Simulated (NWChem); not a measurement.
Molecule: VSCl3; SMILES [Cl][V]([Cl])(=[S])[Cl]

```xyz
5

V      0.0000     0.0000     0.0435
S      0.0000     0.0000     2.0304
Cl     0.3075     2.0057    -0.6494
Cl    -1.8908    -0.7366    -0.6494
Cl     1.5833    -1.2692    -0.6494
```
Atoms are numbered in this order, from 1.

Program: NWChem. Pople sets run with spherical d functions. Geometry: optimised at B3LYP/6-31G* (spherical d). Vzz is the largest principal value of the second derivative of the potential at the nucleus (NWChem prints the opposite sign); η is the asymmetry. Non-relativistic.

| level | Vzz V1 (a.u.) | η V1 | Vzz S2 (a.u.) | η S2 | Vzz Cl5 (a.u.) | η Cl5 |
|---|---|---|---|---|---|---|
| PBE/6-31G* | (withheld) | 0.00 | (withheld) | 0.00 | (withheld) | 0.82 |
| PBE/cc-pVTZ | -0.500 | 0.00 | -0.525 | 0.00 | 0.924 | 0.82 |
| Hartree-Fock/cc-pVTZ | -0.268 | 0.00 | 0.616 | 0.00 | 1.277 | 0.29 |

Problem. Some entries are withheld; supply them.

Solution. 
- PBE/6-31G*, Vzz V1 (a.u.): -0.554
- PBE/6-31G*, Vzz S2 (a.u.): -0.381
- PBE/6-31G*, Vzz Cl5 (a.u.): 0.944
